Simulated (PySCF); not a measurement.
The dipole of `N[C@]12CC[C@](N)(CC1)CC2` from its density and from atomic charges.

Coordinates (GFN2-xTB, Å) and charges (e) from the PBE0/pcSseg-1 density (PySCF):

```tsv
atom	x	y	z	Mulliken	IAO	Hirshfeld	ESP-fitted
N1	2.665	0.277	-0.618	-0.3898	-0.5766	-0.2326	-1.0635
C2	1.258	0.157	-0.265	-0.3723	+0.1439	+0.0572	+0.4734
C3	0.877	-1.328	-0.252	-0.0808	-0.2702	-0.0761	+0.0761
C4	-0.650	-1.466	-0.204	-0.0626	-0.2803	-0.0806	-0.3823
C5	-1.271	-0.124	0.226	-0.3725	+0.1439	+0.0570	+0.4967
N6	-2.693	-0.204	0.525	-0.3897	-0.5767	-0.2327	-1.0653
C7	-1.054	0.887	-0.905	-0.0682	-0.2669	-0.0746	-0.2233
C8	0.420	0.873	-1.330	-0.0691	-0.2670	-0.0746	-0.1572
C9	-0.534	0.374	1.476	-0.0808	-0.2701	-0.0760	+0.1072
C10	0.904	0.758	1.108	-0.0620	-0.2805	-0.0808	-0.3735
H11	2.949	1.250	-0.599	+0.1614	+0.2354	+0.1033	+0.3790
H12	3.240	-0.228	0.048	+0.1607	+0.2354	+0.1033	+0.3638
H13	1.287	-1.806	-1.141	+0.1204	+0.1419	+0.0351	+0.0168
H14	1.333	-1.804	0.619	+0.1042	+0.1224	+0.0324	+0.0093
H15	-0.942	-2.250	0.499	+0.0996	+0.1260	+0.0307	+0.0695
H16	-1.042	-1.740	-1.186	+0.1050	+0.1247	+0.0321	+0.0887
H17	-3.204	-0.548	-0.281	+0.1613	+0.2354	+0.1033	+0.3799
H18	-2.855	-0.847	1.292	+0.1606	+0.2353	+0.1033	+0.3615
H19	-1.353	1.872	-0.547	+0.1176	+0.1362	+0.0352	+0.0846
H20	-1.700	0.634	-1.747	+0.1051	+0.1280	+0.0351	+0.0717
H21	0.553	0.353	-2.279	+0.1176	+0.1365	+0.0352	+0.0719
H22	0.792	1.890	-1.461	+0.1052	+0.1282	+0.0351	+0.0592
H23	-0.542	-0.417	2.229	+0.1040	+0.1224	+0.0325	-0.0019
H24	-1.076	1.226	1.886	+0.1207	+0.1421	+0.0351	+0.0056
H25	1.604	0.390	1.863	+0.0997	+0.1261	+0.0306	+0.0653
H26	1.014	1.844	1.058	+0.1048	+0.1245	+0.0320	+0.0866
```

Problem. Form Σ q r in debye for every column and set it beside the full dipole.

Solution. The full density gives (0.23, -0.64, 0.79) D, 1.04 D in size; dipole vectors point from the negative to the positive end.

```
    scheme    μx     μy    μz  size (D)  share of the full size (%)  angle to the full dipole (°)
  Mulliken  0.09  -0.23  0.30      0.38                          37                             1
       IAO  0.15  -0.42  0.52      0.69                          66                             0
 Hirshfeld  0.06  -0.17  0.20      0.27                          26                             1
ESP-fitted  0.24  -0.63  0.79      1.04                         100                             0
```

Problem. Which set comes closest?

Solution. Length of the difference vector: ESP-fitted 0.01 D, IAO 0.35 D, Mulliken 0.66 D, Hirshfeld 0.77 D. Closest: ESP-fitted. 

Problem. What is left for the Hirshfeld atoms' own dipoles?

Solution. The Hirshfeld atoms' densities add up to the full density, so μ = Σ q r + Σ (atomic dipoles). The atomic dipoles sum to (0.23, -0.64, 0.79) − (0.06, -0.17, 0.20) = (0.17, -0.47, 0.59) D, 0.77 D in size.

Problem. With the origin at the mean of the coordinates, (-0.001, 0.001, 0.001) Å, which are the largest single terms, by size, of the Hirshfeld dipole along the direction of the full one?

Solution. C7 +0.52, C8 +0.52, H12 +0.45, H18 +0.43, H20 -0.35 D; all 26 atoms together +0.27 D. The single terms depend on the origin, their sum doesn't.

Problem. Give the size of the full dipole in other units.

Solution. 1.04 D = 0.409 au = 0.217 e·Å = 3.47 × 10⁻³⁰ C·m.

Geometry: GFN2-xTB, one conformer, isolated molecule.
